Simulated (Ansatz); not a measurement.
Species: sum formula HSiO (charge 0, doublet). It need not be the lowest isomer of its formula. 
Geometry from a B3LYP-D3(BJ)/def2-TZVP (Ansatz, a program for electronic structure) optimisation:
```xyz
3

Si    -0.4756    -0.2396    -0.4065
O      0.7270     0.2681     0.6132
H      0.8420     1.2098     0.7857
```
Charge 0, spin multiplicity 2.

Basis-set convergence of Hartree-Fock and CCSD(T) correlation energies (hartree) with Ansatz. Correlated levels leave the core frozen unless marked. Open shells are spin-unrestricted. No spin-orbit coupling. No relativistic terms.

```tsv
basis	functions	E(HF)	E(corr, CCSD(T))
cc-pV(D+d)Z	42	-364.36099	-0.27893
cc-pV(T+d)Z	83	-364.40437	-0.34979
cc-pV(Q+d)Z	149	-364.41419	-0.37326
```

Extrapolating the two largest sets (X = 3 and 4) as X^-3: E(corr) = (64·(-0.37326) - 27·(-0.34979))/37 = -0.3904 Eh, an estimate of the basis-set limit. The largest set recovers 95.6 % of it, the smallest 71.4 %.
